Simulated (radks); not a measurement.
Values are calculated unless marked as measured or tabulated.
Problem. The lanthanum ion La3+, [Xe]. Code: a radial shooting solver on a logarithmic mesh with Libxc functionals. Model: non-relativistic Kohn-Sham, LDA (Slater exchange, Perdew-Wang correlation), spin-polarised, spherical densities, point nucleus. Every spin shell is full or empty, so the densities are truly spherical. Functionals are evaluated on that one density, not self-consistently. Rank these exchange functionals by their error against the exact value of the orbitals, and give that value: LDA, PBEsol, RPBE, B86b, G96, revTPSS, r2SCAN, Tao-Mo, TASK.

Solution. Exact: -193.636 hartree. From best to worst, with 100 (|E| - |E exact|)/|E exact| (equal figures are ties): B86b -0.02, r2SCAN -0.14, RPBE -0.25, G96 +0.37, Tao-Mo -0.83, revTPSS -0.94, PBEsol -2.17, TASK -2.18, LDA -4.62.
